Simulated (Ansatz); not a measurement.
Basis-set extrapolation for `N[Si@H]1O[C@H]1Cl` (PBE0-D4/def2-TZVP geometry, frozen core, Ansatz 0.2.0). Multiplicity 1, RHF reference.

|  | def2-TZVPP | def2-QZVPP |
| --- | --- | --- |
| HF | -918.055549 | -918.086101 |
| MP2 correlation | -0.917216 | -0.991375 |
| CCSD(T) correlation | -0.992799 | not run |

Energies in hartree. Use E(X) = E(∞) + A·exp(−7.88·√X) for Hartree–Fock and E(X) = E(∞) + B·X^(−2.97) for correlation, with X = 3 and 4, and add CCSD(T) minus MP2 of the smaller set to the MP2 limit.

Problem. What is the CCSD(T) energy at the basis-set limit?

Solution. HF limit: -918.086101 + (-0.030552) × 0.13774 = -918.09031. MP2 limit: -0.991375 + (-0.074159) × 0.74074 = -1.04631. Higher-order term: -0.992799 − (-0.917216) = -0.07558. Total: -919.21220 hartree, 430.2 kJ/mol below CCSD(T)/def2-TZVPP.
